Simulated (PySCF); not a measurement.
Calculation: PBE-D3(BJ)/def2-TZVP // BP86-D3(BJ)/def2-SVP (PySCF). Gas-phase values, no solvent. One relaxed conformer stands for a flexible species; it need not be the lowest. 

Reference species: [Hf(Cl)3(OH)] (neutral, multiplicity 1).

```
Item             Result
-------------  --------
HOMO–LUMO gap   5.55 eV
HOMO           -7.91 eV
```

Changed species: [Hf(Cl)4] (0 of 4 Cl replaced by OH; the reference has 1 of 4 Cl replaced by OH).

Question: Give the shifts of the HOMO–LUMO gap and HOMO.

Answer: the HOMO–LUMO gap falls by 0.29 eV, to 5.26 eV; the HOMO falls by 0.41 eV, to -8.32 eV.
